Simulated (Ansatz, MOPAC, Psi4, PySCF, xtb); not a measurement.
Two geometries of ethyl methyl carbonate, SMILES CCOC(=O)OC (C4H8O3), relaxed at B3LYP-D3(BJ)/def2-SVP with one dihedral held; other torsions can differ between them too.

Structure A

```
15

C     -2.6337     0.2687    -0.7113
C     -1.5366     0.3748     0.3279
O     -0.3865    -0.3463    -0.1426
C      0.8138     0.1945     0.0742
O      1.0428     1.2410     0.6290
O      1.7373    -0.6298    -0.4302
C      3.0875    -0.1987    -0.2832
H     -2.8826    -0.7835    -0.9169
H     -3.5422     0.7762    -0.3513
H     -2.3234     0.7407    -1.6560
H     -1.2493     1.4175     0.5231
H     -1.8458    -0.0778     1.2851
H      3.7069    -0.9831    -0.7348
H      3.2528     0.7597    -0.7985
H      3.3472    -0.0729     0.7789
```

Structure B

```
15

C     -2.1795     1.0891    -0.8613
C     -1.5263     0.3715     0.3054
O     -0.3787    -0.3718    -0.1369
C      0.8187     0.1827     0.0631
O      1.0382     1.2515     0.5785
O      1.7487    -0.6513    -0.4114
C      3.0959    -0.2068    -0.2758
H     -2.4420     0.3797    -1.6608
H     -3.0996     1.5942    -0.5273
H     -1.5022     1.8512    -1.2767
H     -1.2170     1.0772     1.0888
H     -2.2050    -0.3768     0.7410
H      3.7199    -0.9897    -0.7237
H      3.2496     0.7489    -0.7994
H      3.3601    -0.0704     0.7839
```

Problem. Which is lower in energy at the level CCSD(T) on RHF/cc-pVDZ, frozen core // B3LYP-D3(BJ)/def2-SVP (Ansatz, a quantum-chemistry and plane-wave program), and by how much?

Solution. B is lower, by 2.07 kJ/mol (dihedral C4–O3–C2–C1: 140° in A, 100° in B).

E(B) − E(A) in kJ/mol at the other levels, on the same two geometries: B3LYP/def2-TZVP // B3LYP-D3(BJ)/def2-SVP (Psi4) -0.66; B3LYP-D3(BJ)/def2-TZVP // B3LYP-D3(BJ)/def2-SVP (Psi4) -1.60; PBE/def2-TZVP // B3LYP-D3(BJ)/def2-SVP (Psi4) -0.91; PBE-D3(BJ)/def2-TZVP // B3LYP-D3(BJ)/def2-SVP (Psi4) -1.48; M06-2X/def2-TZVP // B3LYP-D3(BJ)/def2-SVP (Psi4) -1.83; RHF/cc-pVDZ // B3LYP-D3(BJ)/def2-SVP (Ansatz) -0.92; MP2 on RHF/cc-pVDZ, frozen core // B3LYP-D3(BJ)/def2-SVP (Ansatz) -2.14; CCSD on RHF/cc-pVDZ, frozen core // B3LYP-D3(BJ)/def2-SVP (Ansatz) -1.88; PM7, restricted, heats of formation // B3LYP-D3(BJ)/def2-SVP (MOPAC) -2.70; PM3, restricted, heats of formation // B3LYP-D3(BJ)/def2-SVP (MOPAC) -2.13; GFN1-xTB // B3LYP-D3(BJ)/def2-SVP (xtb) -2.47; restricted B3LYP/6-31G*, spherical d, density fitting // B3LYP-D3(BJ)/def2-SVP (PySCF) -1.21; restricted M06-2X/6-31G*, spherical d, density fitting // B3LYP-D3(BJ)/def2-SVP (PySCF) -2.14; restricted LDA (SVWN5)/6-31G*, spherical d, density fitting // B3LYP-D3(BJ)/def2-SVP (PySCF) -1.74; restricted Hartree-Fock/6-31G*, spherical d, density fitting // B3LYP-D3(BJ)/def2-SVP (PySCF) -1.14.
